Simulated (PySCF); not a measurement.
# Exercise with solution: oscillator strength and radiative lifetime

Cl2FH5Si3, SMILES F[SiH2][SiH2][SiH](Cl)Cl.

Coordinates come from a B3LYP-D3(BJ)/def2-SVP optimisation. This is a generated structure with no PubChem entry under its InChIKey; it may be hypothetical. The values are those of a single conformer.

PySCF 2.14.0 with TDDFT-PBE/def2-SVPD puts the first singlet state with f over 0.02 at 5.32 eV (vertical), with the transition dipole (0.723, -0.133, 0.063) in atomic units.

Task: Find the oscillator strength, the wavelength and the radiative lifetime that this transition would have in vacuum if emission retraced absorption.

Result: 
|μ|² = 0.5444 au, so |μ| = 1.88 D. ΔE = 5.32/27.211 = 0.1955 hartree. f = (2/3) ΔE |μ|² = 0.071 (the program prints 0.071).
λ = 1239.84/5.32 = 233 nm; ν = 42909 cm⁻¹.
Einstein's coefficient A = 0.6670 ν² f s⁻¹ (ν in cm⁻¹) = 8.7e7 s⁻¹, so τ = 1/A = 11 ns. This state is S1. The figure is the radiative limit of this one transition; relaxation, internal conversion, crossing to triplets and a medium change what is measured.
